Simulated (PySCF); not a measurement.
TiO₂, SMILES [O]=[Ti]=[O], multiplicity 1. Heavy atoms are numbered as in [Ti:1](=[O:2])=[O:3].

Geometry optimised at ωB97X-D3(BJ)/def2-TZVP. The spin state was assumed, not searched. The isomer is the one that the SMILES or the coordinates give; other isomers of the formula were not compared.

The numbers are results of PBE/def2-TZVPD run with PySCF, not measurements.

ESP charges are fitted to the potential on shells at 1.4 to 2.0 van der Waals radii. Atomic charges (e), one atom of each kind:

```tsv
atom	ESP fit	IAO
Ti1	1.45	1.16
O2	-0.72	-0.58
```
